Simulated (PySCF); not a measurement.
Work out the structure from these simulated measurements.

Formula: C2H11BNPSi.

* UV, first state: lowest singlet excitation: 4.98 eV (249 nm, f = 0.138) [TDDFT wB97X-D/def2-SVPD]
* Polarisability: 106.9 au [wB97X-D/def2-SVPD]
* Valence photoelectron: vertical ionisation energy: 8.36 eV [ΔSCF wB97X-D/def2-SVPD]
* Rotational structure: rotational constants A, B, C: 5.112, 1.105, 1.000 GHz [PBE0-D3(BJ)/def2-SVP]
* Dipole: 2.01 D [wB97X-D/def2-SVPD]
* 13C NMR: chemical shifts (computed TMS as zero) by class: 39.4 (2 C) ppm [GIAO B97-2/pcSseg-1]
* NMR, other nuclei: isotropic shieldings of nuclei other than C and H, by class: 25 (1 B), 248 (1 N), 381 (1 Si), 436 (1 P) ppm [GIAO B97-2/pcSseg-1]
* 1H NMR: chemical shifts (computed TMS as zero) by class: 7.89 (2 H), 5.21 (2 H), 3.65 (1 H), 2.59 (6 H) ppm [GIAO B97-2/pcSseg-1]
* Triplet: lowest triplet excitation (Tamm–Dancoff): 3.67 eV [TDA wB97X-D/def2-SVPD]

Electronic properties: PySCF, gas phase, density fitting. Levels stand in brackets. Geometry: PBE0-D3(BJ)/def2-SVP, one conformer, isolated molecule. NMR classes are plain means over equivalent atoms (diastereotopic ones count apart unless rotation or inversion swaps them), as if these changed places fast.

Question: Give a SMILES that accounts for the data.

Answer: Numbering: `[BH2:1][PH:2][SiH2:3][N:4]([CH3:5])[CH3:6]`. 2 carbons fall into 1 class: N-methyl carbon [C5/C6] (39.4 ppm, 2 C, up to 4.4 ppm apart in this geometry). Hydrogen classes from least to most shielded: 2 H on a three-coordinate boron, B1 (7.89 ppm), 2 H on an SiH2 silicon, Si3 (5.21 ppm), 1 H on a three-coordinate phosphorus, P2 (3.65 ppm), 6 H on 2 N-methyl carbons, C5/C6 (2.59 ppm, a mean of values up to 1.1 ppm apart in this geometry). The other shieldings belong to: 25 ppm, three-coordinate boron [B1]; 248 ppm, silicon-bound nitrogen [N4]; 381 ppm, SiH2 silicon [Si3]; 436 ppm, three-coordinate phosphorus [P2]. The first electron is taken from the HOMO, whose largest Löwdin shares are 0.50 on the silicon-bound nitrogen, 0.08 on each of 2 atoms of one kind (N-methyl carbon) and 0.08 on the SiH2 silicon. The optimised geometry has point group C1 and is an asymmetric top. Structure: `BP[SiH2]N(C)C`. Computed isomers that give other values at the same levels: `CN(C)BP[SiH3]` (lowest singlet excitation: 5.49 eV (226 nm, f = 0.050)). The assignments are read from this structure; whether some other isomer fits the data as well wasn't checked.

The values belong to the conformer `[BH2:1][PH:2][SiH2:3][N:4]([CH3:5])[CH3:6]`: B1–P2–Si3–N4 174°, P2–Si3–N4–C5 141°.
